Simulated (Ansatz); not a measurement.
```yaml
crystal:
  periodic: [false, false, false]
  atoms:
    - {symbol: O, position_ang: [2.858596, 0.932715, -1.061365]}
    - {symbol: S, position_ang: [2.565671, -0.086134, -0.010703]}
    - {symbol: O, position_ang: [2.942368, -1.484880, -0.352955]}
    - {symbol: O, position_ang: [2.849065, 0.329142, 1.394627]}
    - {symbol: C, position_ang: [0.669933, -0.079342, -0.016537]}
    - {symbol: C, position_ang: [-0.129810, -1.195500, -0.295101]}
    - {symbol: F, position_ang: [0.383034, -2.398518, -0.589581]}
    - {symbol: C, position_ang: [-1.536236, -1.113980, -0.280942]}
    - {symbol: F, position_ang: [-2.290606, -2.198772, -0.551533]}
    - {symbol: C, position_ang: [-2.164197, 0.102247, 0.016228]}
    - {symbol: F, position_ang: [-3.507579, 0.188061, 0.031728]}
    - {symbol: C, position_ang: [-1.381121, 1.232777, 0.298211]}
    - {symbol: F, position_ang: [-1.988433, 2.402193, 0.583865]}
    - {symbol: C, position_ang: [0.018581, 1.128771, 0.278472]}
    - {symbol: F, position_ang: [0.710724, 2.241230, 0.555586]}
basis:
  gaussian: {orbitals: def2-TZVPD, initial_orbitals: start.molden}
total_charge: -1
hamiltonian: {xc: pbe0, dispersion: d4}
scf: {omitted_lower_state_checks: [starts]}
output: {orbitals: {seedname: orbitals}}
```

The file start.molden holds the orbitals of an earlier run on this structure, at another level or in another basis.

```sh
$ ansatz run in.yaml --threads 4 --pin off --events-out ev --progress --plain --max-ram 6963MiB
```

Problem. Does this run fit into the memory that it is given?

Solution. No. It has 588 basis functions, and Ansatz plans for 8 GiB where 7 GiB are given.
